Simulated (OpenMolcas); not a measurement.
A calculation on Ne IV.

```json
{
 "Program": "OpenMolcas 26.06",
 "Method": "RASSCF",
 "Basis": "ANO-RCC-VTZP [4s3p2d1f]",
 "Scalar Hamiltonian": "DKH2, point nucleus",
 "Active space": "5 electrons in 9 orbitals (RAS2 2s 2p; RAS3 3d, at most 2 electrons)",
 "State averaging": "2S+1 = 4 odd, 1 root; 2S+1 = 2 odd, 8 roots; 2S+1 = 4 even, 3 roots; 2S+1 = 2 even, 6 roots",
 "Spin-orbit coupling": "RASSI with atomic mean-field integrals over the reference wave functions, term energies averaged over their components"
}
```

(1) Which level of the active space comes out lowest?

(2) How high does 2s2 2p3 2D* 5/2 lie?

(3) How high does 2s 2p4 4P 1/2 lie?

(4) How high does 2s2 2p3 2D* 3/2 lie?

Measured values: Moore, Atomic Energy Levels, vol. I, NSRDS-NBS 35 (1971 reprint of NBS Circular 467, 1949).

Results:

(1) 2s2 2p3 4S* 3/2, with 100 % of that term; it is also the measured ground level.

(2) 44095 cm-1 above the lowest level.

(3) 187007 cm-1 above the lowest level; measured 184799 cm-1 above the ground level, so the calculation is off by +1 %.

(4) 44070 cm-1 above the lowest level.

Active for correlation alone: 3d; no level in the range computed is led by a configuration that fills it, so any true level of that kind is missing. Computed and measured levels are paired by configuration, term and J; levels that our copy of the source lacks, or whose pairing is in doubt (as where it misses far off the trend of its configuration), stay unpaired and out of the deviations. Only configurations of the active space appear.

* marks odd parity.
